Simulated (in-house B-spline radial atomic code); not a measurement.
Rb⁺. Computed with a B-spline radial atomic code. Model: non-relativistic spherical atom: semilocal Troullier-Martins pseudo-atom, one channel per l, against all electrons, high spin, G0W0 and RPA with empty states to l = 8, local potential for every l without a channel, a model core (radius 0 = none) keeps its share of the functional.

A spurious bound state in the pseudo-atom.

The core holds an angular momentum without a channel of its own, so the local potential lets valence electrons into it.

Without relativity these are model numbers for so heavy an element.

What the tables leave out is listed at the end.

The pseudopotential gives back the lowest level of each angular momentum of its own functional in the configuration it was made in; a second state of the same l is only approximately right. Exact exchange, RPA and GW see the smooth pseudo-orbitals and miss the exchange with the core, for which the functional's share stands in. The column with an uncorrelated core keeps all orbitals and exact exchange, and so separates missing core correlation from pseudisation. Only the three outermost levels and the lowest empty one were computed. RPA here is direct RPA, with no exchange kernel, and its energies carry an (l + 1/2)⁻⁴ tail. A hybrid on a potential with a model core restores only its own semilocal share of the core's exchange.

Command:
```bash
python run_psgw.py task.json out
```
Settings (lengths in bohr, energies in hartree):
```
Z                      37
electrons              36
configuration          [Ar] 3d10 4s2 4p6
generated_in           [Kr] 5s1
functional             lda,vwn
core_shells            6
radius_factor          0.8
core_correction        False
```

Cost of the run: 26 s on 1 thread of Arm Neoverse N1 (shared host).

Given: made with LDA VWN5; model core radius 0 bohr; local radius 1.046 bohr; mean-field start LDA VWN5.

Valence shells of the generating configuration: 4s, 4p, 5s.

Channel: s 1.03, p 1.137 (radii in bohr).

Computed: largest level miss in the spin-unpolarised generating configuration 0.034 eV; valence RPA correlation energy all-electron orbitals -0.38559 hartree; all-electron RPA polarisability, core included 8.5332 bohr³; pseudo-atom RPA polarisability 9.3491 bohr³.

```
level  occupied  mean-field all-electron (eV)  mean-field pseudo minus all (eV)  G0W0 all-electron (eV)  G0W0 uncorrelated core minus all (eV)  G0W0 pseudo minus all (eV)  exchange self-energy all-electron (eV)  exchange self-energy pseudo (eV)
   4p         1                       -21.792                            -0.059                 -27.436                                  0.215                      -0.512                                 -24.715                           -20.781
```

Task: What is the valence RPA correlation energy pseudo?

Result: -0.55031 hartree.

Given: mean-field start PBE0.

Computed: valence RPA correlation energy all-electron orbitals -0.35961 hartree; valence RPA correlation energy pseudo -0.49026 hartree; all-electron RPA polarisability, core included 7.7281 bohr³.

```tsv
level	occupied	mean-field all-electron (eV)	mean-field pseudo minus all (eV)	G0W0 all-electron (eV)	G0W0 uncorrelated core minus all (eV)	G0W0 pseudo minus all (eV)	exchange self-energy all-electron (eV)	exchange self-energy pseudo (eV)
4p	1	-23.384	-0.165	-27.611	0.211	-0.395	-24.595	-20.908
```

Task: What is the pseudo-atom RPA polarisability?

Result: 8.2818 bohr³.

Given: mean-field start Hartree-Fock.

Computed: valence RPA correlation energy all-electron orbitals -0.30062 hartree; all-electron RPA polarisability, core included 6.2695 bohr³; pseudo-atom RPA polarisability 6.5544 bohr³.

```
level  occupied  mean-field all-electron (eV)  mean-field pseudo minus all (eV)  G0W0 all-electron (eV)  G0W0 uncorrelated core minus all (eV)  G0W0 pseudo minus all (eV)  exchange self-energy all-electron (eV)  exchange self-energy pseudo (eV)
   4p         1                       -27.445                            -0.183                 -27.993                                  0.202                      -0.274                                 -24.305                           -20.889
   4s         1                       -46.843                            -0.143                 -44.191                                  0.214                       1.378                                 -31.789                            -26.94
```

Task: What is the valence RPA correlation energy pseudo?

Result: -0.37899 hartree.

Among the listed levels the largest G0W0 shift of the pseudo-atom is +1.38 eV, for 4s on the Hartree-Fock start, while leaving the core uncorrelated moves that level by +0.21 eV.  Not in the tables (levels of low weight, unsolved or above zero; the highest and the empty levels are kept at any weight): on LDA the pseudo-atom's empty level 4d at -12.5 eV, below the lowest empty all-electron level, a spurious state that also inflates its RPA energy and polarisability; on LDA the G0W0 levels 4s (pseudo minus all +5.00 eV, weights 0.27 and 0.39); on PBE0 the pseudo-atom's empty level 4d at -10.5 eV, below the lowest empty all-electron level, a spurious state that also inflates its RPA energy and polarisability; on PBE0 the G0W0 levels 4s (pseudo minus all +3.89 eV, weights 0.43 and 0.22).
